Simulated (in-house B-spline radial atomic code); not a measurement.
Results of a calculation; reference values are marked as such.
## Building a PAW d channel for Ti, r_c = 2.02 bohr

Ti, [Ar] 3d2 4s2, non-relativistic LDA (VWN5), spherical and spin-unpolarised, from a B-spline radial code for spherical atoms (atomic units; all potentials screened as in the neutral atom).

Two all-electron partial waves φ1, φ2 are integrated outwards at E1 = ε(3d) = -0.17001 and E2 = E1 + 2 hartree; φ1 is the bound orbital and φ2 has unit norm inside r_c = 2.0186 bohr. Smooth partners are polynomials, r^3(a0 + a1 r² + a2 r⁴ + a3 r⁶), matched to φ and three derivatives at r_c, with no condition on the norm. The local potential is -5.8095 + (3.35889) r² + (-0.830393) r⁴ + (0.0762236) r⁶ inside 1.6527 bohr and the all-electron one outside.

| wave | φ(r_c) | φ'(r_c) | a0 | a1 | a2 | a3 |
| --- | --- | --- | --- | --- | --- | --- |
| 1 | 0.5229206 | -0.2714223 | 0.603165 | -0.2891031 | 0.05215381 | -0.003362748 |
| 2 | 1.147424 | 0.1222567 | 0.02688133 | 0.1694525 | -0.05112424 | 0.004005401 |

Inside r_c the overlaps are <φi φj> = [[0.74970, -0.09384], [-0.09384, 1.00000]] and, for the smooth waves, [[0.33033, 0.39262], [0.39262, 0.56784]]. With χj = (Ej − T − V_local) applied to smooth wave j, the program's quadrature gives the matrix B_ij = <smooth i, χj> as [[-0.24809, 0.68874], [-0.28417, 0.63606]].

Problem. Check the match of the first wave, and find the augmentation charges q_ij.

Solution. At r_c the four terms are 4.96120, -9.68956, 7.12259, -1.87131, which sum to 0.5229, φ1(r_c) to rounding. q_ij is the all-electron overlap less the smooth one: [[0.41937, -0.48646], [-0.48646, 0.43216]]. The smooth first wave has a norm of 0.3303 inside r_c against 0.7497, and q11 > 0 puts back the missing charge.

Problem. B isn't symmetric. Show that D_ij = B_ij + Ej q_ij is.

Solution. Integrating by parts gives B12 − B21 = (E1 − E2) q12: 0.68874 − (-0.28417) = 0.97291, and −2 × (-0.48646) = 0.97292. So D12 = 0.68874 + (1.829990)(-0.48646) = -0.20147 and D21 = -0.28417 + (-0.17001)(-0.48646) = -0.20147; D11 = -0.31939, D22 = 1.42691. The projectors, p = (B⁻¹)ᵀ χ, are dual to the smooth waves; det B = 0.038.

Solving (T + V_local + Σ p D p) ψ = E (1 + Σ p q p) ψ in a sphere of 9 bohr, whose wall lifts the free-atom level a little, gives these levels:

| all-electron | one projector | two projectors |
| --- | --- | --- |
| -0.169959 | -0.169958 | -0.169958 |
| 0.100967 | 0.104863 | 0.101190 |
| 0.375561 | 0.397551 | 0.376570 |
| 0.790343 | 0.857488 | 0.792147 |
| 1.337580 | 1.484570 | 1.338550 |

Problem. What does the second projector gain?

Solution. With one projector the errors are 0.00, +3.90, +21.99, +67.15, +146.99 millihartree. With two the errors are 0.00, +0.22, +1.01, +1.80, +0.97 millihartree. The scattering is exact at E1 and at E2 = 1.830, and over all levels compared the largest error is 1.8 millihartree. The lowest eigenvalue of the overlap operator is 1 with one and 0.8918 with two projectors. The smooth orbital alone needs a cutoff of 13.7 hartree for 1 millihartree of kinetic energy, against 26.8 for a norm-conserving Troullier-Martins orbital of the same radius; part of the gain comes from giving up the norm, part from the simpler form.
